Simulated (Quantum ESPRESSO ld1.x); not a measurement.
All-electron atom: Pm IV in [Xe] 4f2 5d2 (not the ground configuration). Method: scalar-relativistic Kohn-Sham, exchange-only LDA, spin-unpolarised, spherical densities, point nucleus; computed with ld1.x of Quantum ESPRESSO 7.5.

X-ray form factor f0, the Fourier transform of the density (f0(0) = 58):

sin(theta)/lambda (1/angstrom),f0 (electrons)
0.05,57.245
0.1,55.160
0.15,52.190
0.2,48.835
0.25,45.487
0.3,42.373
0.4,37.114
0.5,32.957
0.6,29.504
0.8,23.939
1,19.954
1.25,16.744
1.5,14.520
2,10.772
